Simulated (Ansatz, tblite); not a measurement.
Cost and result up the ladder for `C=CCCCCCCCCC[SeH]` (34 atoms). Total charge 0; singlet. Geometry: PBE-D4/def2-SVP.

```csv
atom,x (Å),y (Å),z (Å)
C1,4.869,-3.847,-0.976
C2,4.022,-3.417,-0.025
C3,2.687,-2.776,-0.274
C4,2.613,-1.317,0.211
C5,1.237,-0.676,0.016
C6,1.183,0.789,0.463
C7,-0.172,1.480,0.256
C8,-1.301,0.952,1.150
C9,-2.610,1.749,1.060
C10,-3.318,1.658,-0.300
C11,-4.616,2.458,-0.334
Se12,-5.638,2.302,-2.021
H13,4.611,-3.775,-2.047
H14,5.846,-4.291,-0.727
H15,4.322,-3.511,1.036
H16,2.445,-2.822,-1.358
H17,1.894,-3.360,0.249
H18,3.386,-0.721,-0.322
H19,2.891,-1.270,1.289
H20,0.947,-0.742,-1.057
H21,0.478,-1.274,0.568
H22,1.467,0.855,1.538
H23,1.965,1.356,-0.089
H24,-0.052,2.570,0.447
H25,-0.461,1.392,-0.815
H26,-1.509,-0.115,0.913
H27,-0.949,0.962,2.205
H28,-3.307,1.394,1.850
H29,-2.404,2.818,1.297
H30,-2.646,2.024,-1.106
H31,-3.532,0.594,-0.542
H32,-5.330,2.100,0.437
H33,-4.440,3.534,-0.135
H34,-4.579,2.926,-2.856
```

Ansatz on 4 threads of Arm Neoverse V1 on a shared host; xTB runs through tblite on one thread. Times are rough, summed over both states, and most runs start from the orbitals of an earlier one. PBE0-D4/def2-SVP serves as the yardstick here, not as an exact answer. The other state is a doublet.

The xTB rows come from tblite. HOMO above LUMO, or a gap near zero within one spin, warns that the state may not be the lowest or that an electron is smeared out.

Run but left out: HF/def2-SVP (singlet: restricted singlet, unstable towards broken spin symmetry).

Raw xTB energies of ions are shifted by several eV.

```json
{"level": "GFN2-xTB", "functions": "75", "wall time": "0.048 s"}
{"level": "GFN1-xTB", "functions": "97", "wall time": "0.07 s"}
{"level": "PBE-D4/def2-SVP", "functions": "296", "wall time": "20 s"}
{"level": "PBE0-D4/def2-SVP", "functions": "296", "wall time": "38 s"}
```

(1) Estimate what each level gives for the vertical IE (eV).

Answers

(1) 
| level | vertical IE (eV) | difference from PBE0-D4/def2-SVP (eV) | remarks |
| --- | --- | --- | --- |
| GFN2-xTB | 12.31 | 4.11 | – |
| GFN1-xTB | 13.24 | 5.04 | – |
| PBE-D4/def2-SVP | 7.65 | -0.55 | gap within one spin near zero (+1 doublet) |
| PBE0-D4/def2-SVP | 8.20 | 0.00 | – |
